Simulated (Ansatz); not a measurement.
Input file for Ansatz (a first-principles code): R-BLYP/def2-TZVPP on H2OSSn (SMILES [OH][Sn][SH]), a point of a torsion scan. Elements past Kr take the def2 small-core potentials; no spin–orbit coupling.

Ansatz 0.2 input:
```yaml
crystal:
  periodic: [false, false, false]
  atoms:
    - {symbol: O, position_ang: [-1.94747295, -0.04385596, -0.59282357]}
    - {symbol: Sn, position_ang: [-0.28380984, 0.59312184, -1.44497341]}
    - {symbol: S, position_ang: [0.15272292, -1.31710633, -2.95830474]}
    - {symbol: H, position_ang: [-2.72697957, -0.36859295, -0.15349463]}
    - {symbol: H, position_ang: [-0.96503145, -1.94227936, -2.63139267]}
basis:
  gaussian:
    orbitals: def2-TZVPP
hamiltonian:
  xc: {name: BLYP}
scf: {lower_state_search: off}
```

The head of its log:

```
WARN ansatz: RAYON_NUM_THREADS=1 ignored (pool sized by the plan → 1); use --threads N
Functional definition: BLYP
these checks for a lower state are left out or cut short: stability, starts, cluster_reference, orbital_swaps, neighbouring_geometries, increment
integrals: 0.06 GiB planned
941 factors; their error is unknown
mean field: 0.45 GiB planned
mean field evaluation 1: about -18736.9799 eV, gradient 7.8e1 eV
mean field evaluation 2: about -18573.7965 eV, gradient 2.1e2 eV
```

### Question
What total energy does the run end on?

### Answer
-688.9687 hartree.
